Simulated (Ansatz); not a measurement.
Species: sum formula BNHCl2 (charge 0, doublet). It need not be the lowest isomer of its formula. 
Coordinates optimised at B3LYP-D3(BJ)/def2-TZVP (Ansatz, a first-principles code):
```xyz
5

N     -1.6603    -0.5804    -0.2428
B     -0.3578    -0.1258    -0.0276
Cl     0.9738    -1.2807    -0.0030
Cl    -0.0479     1.6060     0.0832
H     -2.3287    -0.8384     0.4747
```
Charge 0, spin multiplicity 2.

Basis-set convergence of Hartree-Fock and CCSD correlation energies (hartree) with Ansatz. Correlated levels leave the core frozen unless marked. Open shells are spin-unrestricted. Spin-orbit coupling is left out. No relativistic terms.

| basis | functions | E(HF) | E(corr, CCSD) |
|---|---|---|---|
| cc-pV(D+d)Z | 79 | -998.80706 | -0.52655 |
| cc-pV(T+d)Z | 152 | -998.85720 | -0.68261 |
| cc-pV(Q+d)Z | 268 | -998.86975 | -0.73478 |
| cc-pV(5+d)Z | 437 | -998.87213 | -0.75193 |

Extrapolating the two largest sets (X = 4 and 5) as X^-3: E(corr) = (125·(-0.75193) - 64·(-0.73478))/61 = -0.7699 Eh, an estimate of the basis-set limit. The largest set recovers 97.7 % of it, the smallest 68.4 %.
